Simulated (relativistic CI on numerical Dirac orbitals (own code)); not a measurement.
## Os6+ (5d2) in a crystal field

Calculated by Dirac-Coulomb-Breit CI, KLI orbitals optimised for each configuration, model QED (radiative potential, 1s self-energy scaled to tabulated hydrogen-like ionisation energies), valence Slater integrals scaled by 0.75, one configuration in a parametric crystal field (own radial code).

Field parameters in Wybourne normalisation: D3d B²₀ = −7Dσ, B⁴₀ = −14Dq − 21Dτ, B⁴₃ = −14√(10/7) Dq; D4h B²₀ = −7Ds, B⁴₀ = 21(Dq − Dt), B⁴₄ = 21√(5/14) Dq; Oh B⁴₀ = 21Dq, B⁴₄ = √(5/14) B⁴₀. The field is a parameter set, without covalency.

S and J are read from ⟨S²⟩ = S(S + 1) and ⟨J²⟩ = J(J + 1) of each level; they are not fictitious spins.

D4h, 10Dq = 28700, Ds = -920, Dt = 620 cm⁻¹, the lowest 10 levels:

```json
{"E (cm⁻¹)": "0.0", "Degeneracy": "1", "Irrep": "B1", "S": "0.97", "J": "2.36"}
{"E (cm⁻¹)": "714", "Degeneracy": "1", "Irrep": "B2", "S": "0.96", "J": "2.54"}
{"E (cm⁻¹)": "1543", "Degeneracy": "1", "Irrep": "A1", "S": "0.88", "J": "2.55"}
{"E (cm⁻¹)": "1991", "Degeneracy": "2", "Irrep": "E", "S": "0.93", "J": "2.56"}
{"E (cm⁻¹)": "7736", "Degeneracy": "1", "Irrep": "A2", "S": "0.99", "J": "3.25"}
{"E (cm⁻¹)": "11147", "Degeneracy": "2", "Irrep": "E", "S": "0.95", "J": "3.18"}
{"E (cm⁻¹)": "11729", "Degeneracy": "1", "Irrep": "A1", "S": "0.93", "J": "3.19"}
{"E (cm⁻¹)": "13859", "Degeneracy": "1", "Irrep": "A1", "S": "0.35", "J": "3.06"}
{"E (cm⁻¹)": "15420", "Degeneracy": "2", "Irrep": "E", "S": "0.41", "J": "3.22"}
{"E (cm⁻¹)": "20002", "Degeneracy": "1", "Irrep": "B2", "S": "0.34", "J": "3.10"}
```

Oh, 10Dq = 35850 cm⁻¹, the lowest 16 levels:

```
E (cm⁻¹)  Degeneracy  Irrep     S     J
     0.0           2      E  0.95  2.49
     539           3     T2  0.95  2.58
    7510           3     T1  1.00  3.25
    8563           1     A1  0.94  3.34
   15396           3     T2  0.21  3.21
   16147           2      E  0.18  3.10
   30230           1     A1  0.30  2.97
   37319           1     A2  1.00  3.00
   38645           3     T2  0.97  2.92
   40299           3     T1  0.97  3.35
   40650           2      E  0.98  3.40
   46150           1     A1  0.92  1.83
   47019           3     T1  0.95  2.03
   47607           3     T2  0.64  2.81
   51712           2      E  0.97  2.61
   54785           3     T2  0.62  2.60
```

D3d, 10Dq = 25900, Dσ = -400, Dτ = -400 cm⁻¹, the lowest 10 levels:

```tsv
E (cm⁻¹)	Degeneracy	Irrep	S	J
0.0	2	E	0.96	2.46
72.8	1	A1	0.95	2.55
2327	2	E	0.91	2.48
8812	2	E	0.99	3.21
10124	1	A2	1.00	3.22
10564	1	A1	0.93	3.26
14547	2	E	0.36	3.16
17510	1	A1	0.35	3.17
18276	2	E	0.25	3.05
27295	1	A2	1.00	3.03
```

The free-ion ground term has S = 1. Every field shown keeps that spin.

Levels of this model without a field, named by their leading LS term (the scale mimics covalency, so terms lie below those of the real free ion): 3F_2 0, 3F_3 9750, 3P_0 14343, 3F_4 16910, 1D_2 18255, 3P_1 20414, 1G_4 28850, 3P_2 31143 cm⁻¹.
